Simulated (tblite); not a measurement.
Problem. What does the GFN2-xTB structure of `C1=C([P@](=O)(O)C)CCC1` look like in three dimensions?

Solution. 
Z-matrix in Å and degrees, rows numbered from 1:
```
C 
P   1  1.8291
O   2  1.4690  1  115.89
O   2  1.6173  1  102.35  3   121.48
C   2  1.8074  1  106.34  3  -128.90
C   5  1.3257  2  127.36  1   -88.79
C   6  1.4972  5  112.03  2  -178.38
C   7  1.5405  6  103.81  5    -9.79
C   5  1.5000  2  120.42  1    93.38
H   1  1.0863  2  109.00  3    70.54
H   1  1.0873  2  108.10  3   -48.13
H   1  1.0848  2  110.22  3  -168.64
H   4  0.9591  2  107.03  1  -136.28
H   6  1.0761  5  125.74  2     0.34
H   7  1.0912  6  111.75  5  -131.20
H   7  1.0934  6  109.81  5   109.72
H   8  1.0902  7  109.74  6  -102.80
H   8  1.0881  7  111.88  6   137.44
H   9  1.0909  5  111.80  2   -49.69
H   9  1.0926  5  109.30  2    68.71
```

O4 (hydroxyl oxygen) is bent (angle 107.0°). The C–C distances run from 1.326 Å (C5=C6, drawn double) to 1.540 Å (C7–C8, drawn single), a spread of 0.214 Å. The 5-membered ring C5–C6–C7–C8–C9 has internal angles of 103.6° to 112.2° (sum 537°, against 540° for a flat polygon); it is puckered, 0.07 Å rms from its mean plane, widest ring torsion 16°. P2 (phosphoryl phosphorus) is distorted tetrahedral (angles from 102.3° to 115.9°).

Structure optimised with GFN2-xTB, isolated species.

Point group: C1 (no symmetry element, even within 0.4 Å). Its GFN2-xTB frequencies are all real (lowest 23 cm⁻¹). The numbers are those of one conformer (C1–P2–O4–H -136°, C1–P2–C5–C6 -89°, C5–C6–C7–C8 -10°, C6–C7–C8–C9 16°, C7–C8–C9–C5 -16°, P2–C5–C9–C8 -171°).

All values are computed, not measured.
